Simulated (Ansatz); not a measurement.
PBE exchange is replaced step by step with exact exchange (0 % is PBE, 25 % PBE0; no dispersion term), basis def2-SVP, Ansatz. System: the cluster Cs₄Cl₄ (the lowest singlet isomer of a short search). The state is a singlet with charge 0. Geometry: PBE0-D4/def2-SVP, each spin state at its own.

The relaxed triplet has other bonds than the singlet, so its gap is one between isomers. The relaxed quintet has other bonds than the singlet, so its gap is one between isomers.

Geometry of the singlet:

Cartesian coordinates in Å:
```
Cs -1.055 -2.507 -1.039
Cs 1.663 1.268 -2.030
Cs -2.208 1.768 0.692
Cs 1.600 -0.529 2.377
Cl 1.006 2.393 0.990
Cl -1.527 0.507 -2.268
Cl -1.586 -1.212 1.937
Cl 2.107 -1.688 -0.659
```

In the def2 sets Cs takes a core potential; there is no spin–orbit coupling. In the triplet, Cl5 and Cl6 lie 2.64 Å apart (atoms count from 1), so these atoms are partly bonded to each other. In the quintet, Cl5 and Cl6 lie 2.64 Å apart, Cl7 and Cl8 lie 2.64 Å apart (atoms count from 1), so these atoms are partly bonded to each other. The structure comes from a short search, and lower isomers may exist.

```csv
exact exchange (%),HOMO (eV),LUMO (eV),gap (eV),triplet − singlet (kJ/mol),quintet − singlet (kJ/mol)
10,-5.82,-0.80,5.01,416.9,831.0
15,-6.07,-0.71,5.37,424.1,842.0
40,-7.40,-0.28,7.11,459.5,896.6
```
